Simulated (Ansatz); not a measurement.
## Molecular dynamics of FGeH$_{5}$

Input file:

```yaml
crystal:
  periodic: [false, false, false]
  atoms:
    - { symbol: Ge, position_ang: [-0.392413, -0.11437, 0.3685] }
    - { symbol: H, position_ang: [1.30494, -0.497204, -0.258207] }
    - { symbol: H, position_ang: [-0.711596, -1.629784, 0.271425] }
    - { symbol: H, position_ang: [-1.708754, 0.670132, 0.103583] }
    - { symbol: H, position_ang: [0.205146, 0.330178, 1.725232] }
    - { symbol: H, position_ang: [1.053836, 0.236247, -0.921817] }
    - { symbol: F, position_ang: [0.248842, 1.004802, -1.288717] }
magnetization:
  spin_polarized: true
basis:
  gaussian: { orbitals: def2-SVP }
hamiltonian:
  xc: pbe
  dispersion: d4
md:
  timestep: 0.5
  n_steps: 200
  ensemble: nve
  temperature: 100.0
  initial_velocities: maxwell_boltzmann
  seed: 8671
```

Run as:

```bash
$ ansatz run input.yaml --threads 2 --pin off --max-ram 3072MiB --backend cpu --events-out ev --progress --plain --runs-dir out
```

It starts at the highest image of a converged band. Of that band: Neighbouring images differ by up to 1.4 eV, so the band resolves the path poorly. A vibrational analysis at the climbing image gives one clearly imaginary mode, 999i cm⁻¹: a first-order saddle point.

Output, in part (step lines, the closing report, with atoms numbered from 0):

```
md step     0: t =     0.00 fs  T =   100.0 K  F+E_penalty+E_count = -59293.84083631 eV  E_kin = 0.064630 eV  conserved = -59293.77620631 eV  (25 SCF iters)
md step     1: t =     0.50 fs  T =    98.6 K  F+E_penalty+E_count = -59293.83993617 eV  E_kin = 0.063738 eV  conserved = -59293.77619865 eV  (30 SCF iters)
md step     2: t =     1.00 fs  T =    94.7 K  F+E_penalty+E_count = -59293.83735213 eV  E_kin = 0.061174 eV  conserved = -59293.77617817 eV  (30 SCF iters)
md step     3: t =     1.50 fs  T =    88.6 K  F+E_penalty+E_count = -59293.83340906 eV  E_kin = 0.057261 eV  conserved = -59293.77614777 eV  (30 SCF iters)
md step     4: t =     2.00 fs  T =    81.2 K  F+E_penalty+E_count = -59293.82858720 eV  E_kin = 0.052476 eV  conserved = -59293.77611168 eV  (30 SCF iters)
md step     5: t =     2.50 fs  T =    73.3 K  F+E_penalty+E_count = -59293.82345854 eV  E_kin = 0.047385 eV  conserved = -59293.77607389 eV  (30 SCF iters)
md step     6: t =     3.00 fs  T =    65.9 K  F+E_penalty+E_count = -59293.81861489 eV  E_kin = 0.042575 eV  conserved = -59293.77604019 eV  (30 SCF iters)
md step     7: t =     3.50 fs  T =    59.7 K  F+E_penalty+E_count = -59293.81458909 eV  E_kin = 0.038575 eV  conserved = -59293.77601426 eV  (30 SCF iters)
[... lines left out ...]
Total energy: -59294.86838567 eV, -2179.0462216681 hartree
Atom 0 at    -0.556162    -0.425352     0.836846 Å, force     0.125085    -0.689976     0.476667 eV/Å
Atom 1 at     0.805218    -0.299646     0.173723 Å, force     0.493654    -0.039552    -0.336424 eV/Å
Atom 2 at    -1.153020    -1.845853     0.526822 Å, force     0.087299     0.369537     0.079877 eV/Å
Atom 3 at    -1.423617     0.682153     0.265977 Å, force    -0.399568     0.320401     0.004882 eV/Å
Atom 4 at    -0.253931    -0.306081     2.370099 Å, force    -0.297133     0.055925    -0.248036 eV/Å
Atom 5 at     1.743082     1.851264    -2.900967 Å, force     1.433538    -0.498568     0.265416 eV/Å
Atom 6 at     0.897442     2.142085    -3.053473 Å, force    -1.442876     0.482232    -0.242381 eV/Å
Dipole moment:     0.299900    -0.094727     0.054513 e Å
```

The steps, from the saved trajectory:

```csv
time (fs),T (K),potential energy less start (eV),conserved less start (meV/atom)
0.0,100,0.000,0.00
3.0,66,0.022,0.02
6.0,61,0.026,0.02
9.0,96,0.002,0.01
12.0,130,-0.019,0.03
15.0,280,-0.116,-0.01
18.0,400,-0.194,0.02
21.0,557,-0.295,-0.01
24.0,735,-0.410,0.01
27.0,884,-0.507,0.00
30.0,1031,-0.602,-0.01
33.0,1195,-0.708,0.02
36.0,1327,-0.793,0.01
39.0,1497,-0.903,-0.05
42.0,1627,-0.987,0.00
45.0,1691,-1.028,0.04
48.0,1829,-1.118,-0.06
51.0,1871,-1.145,-0.04
54.0,1855,-1.134,0.05
57.0,1906,-1.167,-0.04
60.0,1870,-1.144,-0.04
63.0,1838,-1.123,0.03
66.0,1846,-1.128,0.02
69.0,1838,-1.124,-0.02
72.0,1851,-1.132,-0.02
75.0,1812,-1.106,0.04
78.0,1784,-1.088,0.01
81.0,1791,-1.093,-0.06
84.0,1722,-1.048,0.03
87.0,1719,-1.046,0.04
90.0,1769,-1.079,-0.06
93.0,1745,-1.063,-0.02
96.0,1743,-1.062,0.03
99.0,1726,-1.051,-0.01
```

All steps were run. The conserved energy stayed within 0.069 meV per atom of its start (net change 0.057 meV per atom), so the integration is sound. The system heated up, since it started high on the potential surface and ran downhill. A run of 0.1 ps of so small a system gives no equilibrium averages. The orbitals stay closed-shell, which can raise the energy where a bond breaks towards radicals; this wasn't checked here.

The step under study would form Ge1–F7, H2–H6 and break Ge1–H2, H6–F7. These pairs go: Ge1–F7 2.10 → 4.88 Å, H2–H6 1.02 → 3.87 Å, Ge1–H2 1.85 → 1.52 Å, H6–F7 1.17 → 0.91 Å. In the last frame they stand as before the step (other bonds may differ from the relaxed reactants and products). It ends as FH + GeH4. Pairs count as bonded within 1.25 times the sum of covalent radii (0.12 Å more for H–H).

Last frame:

```xyz
7
Properties=species:S:1:pos:R:3
Ge -0.556 -0.425 0.837
H 0.805 -0.300 0.174
H -1.153 -1.846 0.527
H -1.424 0.682 0.266
H -0.254 -0.306 2.370
H 1.743 1.851 -2.901
F 0.897 2.142 -3.054
```

Time of the run: 2.1 min on 2 threads of Intel(R) Xeon(R) Platinum 8559C (Emerald Rapids), with other jobs on the host, peak memory 0.15 GiB.
